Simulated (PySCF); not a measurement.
Mg(F)(Me) (CH3FMg), SMILES [CH3][Mg][F]. Coordinates come from a r2SCAN-D4/def2-TZVP optimisation.

These are PySCF with r2SCAN-D4/def2-TZVP values and carry that method's errors.

Harmonic wavenumbers (cm⁻¹): 124, 124, 477, 567, 567, 774, 1146, 1443, 1443, 3018, 3100, 3100. Rotational constants (GHz): 162.0, 3.872, 3.872; symmetry number 3.

**Question.** Work out the zero-point energy and the ideal-gas rigid-rotor harmonic-oscillator thermochemistry at 298.15 K and 1 atm.

**Answer.** ZPE = ½ Σ hcν = ½ × 15882 cm⁻¹ = 94.99 kJ/mol. H − E(el) = 110.42 kJ/mol. Entropy in J/(mol K): translation 159.46, rotation 84.62, vibration 33.99, total 278.07. G − E(el) = 27.51 kJ/mol. Cp = 68.77 J/(mol K). Modes under 150 cm⁻¹ make the vibrational entropy uncertain.
